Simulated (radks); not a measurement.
Results of a calculation; reference values are marked as such.
How relativity changes the ionisation of the hafnium ion Hf17+ ([Kr] 4d10 4f9) to Hf18+ ([Kr] 4d10 4f8). Spin-unpolarised spherical Kohn-Sham, BLYP, point nucleus unless stated (finite: rms radius 5.347 fm), a radial shooting solver on a logarithmic mesh with Libxc functionals. A level marked "c x" has the speed of light scaled by that factor and shares open shells by 2j + 1; other Dirac levels either fill j = l - 1/2 first or share by 2j + 1.

level                               E(Hf17+) (hartree)  E(Hf18+) (hartree)  IE (eV)   HOMO  <r> HOMO (bohr)
non-rel.                                   -14222.1535         -14206.6323   422.35     4f           0.5310
scalar-rel.                                -14974.2414         -14958.9461   416.21     4f           0.5387
scalar-rel., finite nucleus                -14972.1860         -14956.8905   416.21     4f           0.5387
Dirac, 2j+1 shares                         -14993.6310         -14978.3402   416.08  4f7/2           0.5409
Dirac, low j first                         -14993.8215         -14978.5789   414.77  4f7/2           0.5412
Dirac, 2j+1 shares, finite nucleus         -14991.5580         -14976.2671   416.09  4f7/2           0.5409
Dirac, c x 1.25                            -14689.0195         -14673.6460   418.33  4f7/2           0.5372
Dirac, c x 10                              -14228.8426         -14213.3237   422.29  4f7/2           0.5311
Dirac, c x 100                             -14222.2203         -14206.6991   422.35  4f7/2           0.5310

NIST Atomic Spectra Database: 440 eV (theoretical). The relativistic part of the total energy of Hf17+ is -769.4 hartree (Dirac, 2j+1 shares, finite nucleus), 5.4 % of the non-relativistic value. Spin polarisation and multiplet splitting of open shells are left out at every level.

Beside tabulated values, note that relativity, absent from the non-relativistic runs, is large for the heavy elements, and spin-unpolarised runs miss the spin-polarisation part of the exchange energy of open shells.
